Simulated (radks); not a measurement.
Q: Coherent X-ray form factor from a spherical all-electron density. Calculated with a radial shooting solver on a logarithmic mesh with Libxc functionals: Dirac Kohn-Sham, PBE, spin-unpolarised, spherical densities, finite nucleus; Fermi nuclear charge, rms radius of each element as measured or else 0.836 A^(1/3) + 0.57 fm.

| sin(theta)/lambda (1/angstrom) | f0 (electrons) |
|---|---|
| 0.05 | 46.416 |
| 0.1 | 44.794 |
| 0.15 | 42.445 |
| 0.2 | 39.718 |
| 0.25 | 36.889 |
| 0.3 | 34.142 |
| 0.4 | 29.268 |
| 0.5 | 25.430 |
| 0.6 | 22.556 |
| 0.8 | 18.732 |
| 1 | 16.039 |
| 1.25 | 13.091 |
| 1.5 | 10.517 |
| 2 | 7.120 |

The species is in the configuration that NIST lists as its ground one. Which atom or ion scatters so?

A: The indium ion In2+, [Kr] 4d10 5s1. Extrapolating in s^2 from the first two rows gives f0(0) = 47.0, near the electron count 47; among species with that count, the fall with angle is slower the higher Z, and the table is that of Z = 49; from so few rows the species is fixed only to a neighbour or two.
